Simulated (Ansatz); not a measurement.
Ideal-gas functions of Cl2OSW (`[O]=[W](=[S])([Cl])[Cl]`) at 800 K and 1 bar, from an Ansatz frequency run at PBE0-D4/def2-TZVP.

Molar mass 302.81 g/mol, point group Cs (symmetry number 1), electronic degeneracy 1, moments of inertia 290.978, 338.045, 452.644 u Å². Harmonic wavenumbers (cm⁻¹, unscaled): 115, 147, 151, 226, 281, 419, 429, 568, 1048.

Use S(trans) = R[1.5 ln M + 2.5 ln T − 1.1517]; rotational temperatures θ = 24.2544 K / I; S(rot) = R[ln(√π/σ · √(T³/θAθBθC)) + 1.5]; for each mode x = 1.438777 ν̃/T, S = R[x/(eˣ − 1) − ln(1 − e⁻ˣ)] and H = RT x/(eˣ − 1); 1 cm⁻¹ = 0.0119627 kJ/mol; R = 8.31446 J/(mol·K).

Question: By hand: the entropy, in J/(mol·K).

Answer: Translation 200.6. Rotation: θ = 0.0834, 0.0717, 0.0536 K, giving 134.0. Vibration, mode by mode: 21.43, 19.40, 19.18, 15.86, 14.08, 10.86, 10.67, 8.49, 4.18, in all 124.1. Electronic 0.0. Sum 458.7 J/(mol·K).

Question: By hand: H − E and G − E in kJ/mol, counted from the electronic energy.

Answer: Zero-point energy ½ × 3384 × 0.0119627 = 20.2; thermal vibration 43.0; translation, rotation and pV give 4 RT = 26.6. H − E = 89.8 kJ/mol, and G − E = 89.8 − 800 × 458.7/1000 = -277.2 kJ/mol.

Vibration gives 27 % of the entropy, 40.8 J/(mol·K) of it from the modes under 150 cm⁻¹: soft modes count most, and the harmonic formula is weakest for them.
